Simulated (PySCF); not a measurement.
## Ca: excitation energy

Ca [Ar] 4s2 (1S) → Ca [Ar] 3d2 (3F), as a difference of total energies. All numbers are calculated (PySCF 2.14, scalar relativity by spin-free X2C-1e, in x2c-TZVPPall with one added diffuse shell each of s, p, d type (7s6p4d, 45 functions)). Correlated levels: valence: [Ar] frozen; valence and next inner shell: [Ne] frozen. The calculations carry no spin-orbit coupling.

```json
{"method": "UHF", "excitation energy (eV)": "5.671"}
{"method": "LDA", "excitation energy (eV)": "4.629"}
{"method": "PBE", "excitation energy (eV)": "4.410"}
{"method": "PBE0", "excitation energy (eV)": "4.743"}
{"method": "r2SCAN", "excitation energy (eV)": "4.347"}
{"method": "BHandHLYP", "excitation energy (eV)": "5.274"}
{"method": "r2SCAN0", "excitation energy (eV)": "4.727"}
{"method": "wB97M-V", "excitation energy (eV)": "5.228"}
{"method": "MP2 (valence)", "excitation energy (eV)": "6.028"}
{"method": "SCS-MP2 (valence)", "excitation energy (eV)": "6.227"}
{"method": "MP2 (valence and next inner shell)", "excitation energy (eV)": "6.451"}
{"method": "SCS-MP2 (valence and next inner shell)", "excitation energy (eV)": "6.602"}
```

How much does correlation contribute at MP2 (valence and next inner shell)?

6.451 − (5.671) = 0.780 eV, measured against UHF.
